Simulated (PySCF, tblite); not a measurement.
Isomers of [C9H14P]- (charge -1). Computed values, GFN2-xTB/tblite, gas phase, harmonic and unscaled. Against measured fundamentals such values can be off by several per cent, at times by over 20. One conformer each.

Electronic energies: PBE0/pcSseg-1 single points on the GFN2-xTB geometries (PySCF, gas phase).

```json
{"SMILES": "Cc1c[p-]cc1C(C)(C)C", "electronic energy, lowest = 0 (kcal/mol)": "3.7"}
{"SMILES": "Cc1cc(C)c(C(C)C)[p-]1", "electronic energy, lowest = 0 (kcal/mol)": "0.5"}
{"SMILES": "CCc1c[p-]cc1C(C)C", "electronic energy, lowest = 0 (kcal/mol)": "0.8"}
{"SMILES": "CCc1cc(C(C)C)c[p-]1", "electronic energy, lowest = 0 (kcal/mol)": "0.0"}
{"SMILES": "CCc1cc(C)[p-]c1CC", "electronic energy, lowest = 0 (kcal/mol)": "0.8"}
```

How do GFN2-xTB zero-point energies change the relative energies?

```
               SMILES  ZPE (kcal/mol)  of it from modes above 1550 cm⁻¹  electronic (kcal/mol)  with ZPE, lowest = 0 (kcal/mol)  lowest mode (cm⁻¹)  rings
  CCc1cc(C(C)C)c[p-]1           126.9                              59.6                    0.0                              0.2                  28      1
Cc1cc(C)c(C(C)C)[p-]1           126.3                              59.3                    0.5                              0.0                  35      1
    CCc1cc(C)[p-]c1CC           126.8                              59.3                    0.8                              0.8                  64      1
    CCc1c[p-]cc1C(C)C           127.2                              59.7                    0.8                              1.3                  44      1
  Cc1c[p-]cc1C(C)(C)C           127.1                              60.0                    3.7                              4.0                  57      1
```

The zero-point energies span 0.9 kcal/mol, from `Cc1cc(C)c(C(C)C)[p-]1` to `CCc1c[p-]cc1C(C)C`. With it `Cc1cc(C)c(C(C)C)[p-]1` becomes the lowest.

And how do the electronic energies of GFN2-xTB itself compare?

`CCc1cc(C(C)C)c[p-]1` 1.0; `Cc1cc(C)c(C(C)C)[p-]1` 0.0; `CCc1cc(C)[p-]c1CC` 1.3; `CCc1c[p-]cc1C(C)C` 0.2; `Cc1c[p-]cc1C(C)(C)C` 2.3 kcal/mol, lowest = 0. Against the energies above, taken from the same isomer `CCc1cc(C(C)C)c[p-]1`, the largest difference is 2.4 kcal/mol.

What do entropy and thermal enthalpy add at 298.15 K and 1 bar (rigid rotor, harmonic oscillator, one conformer each)?

| SMILES | point group | symmetry number | S (cal/(mol K)) | H − H(0) (kcal/mol) | ZPE + H − H(0) − TS (kcal/mol) |
| --- | --- | --- | --- | --- | --- |
| CCc1cc(C(C)C)c[p-]1 | C1 | 1 | 108.1 | 7.97 | 102.7 |
| Cc1cc(C)c(C(C)C)[p-]1 | C1 | 1 | 108.8 | 8.29 | 102.1 |
| CCc1cc(C)[p-]c1CC | C1 | 1 | 107.8 | 8.15 | 102.8 |
| CCc1c[p-]cc1C(C)C | C1 | 1 | 105.5 | 7.86 | 103.6 |
| Cc1c[p-]cc1C(C)(C)C | C1 | 1 | 102.4 | 7.74 | 104.3 |
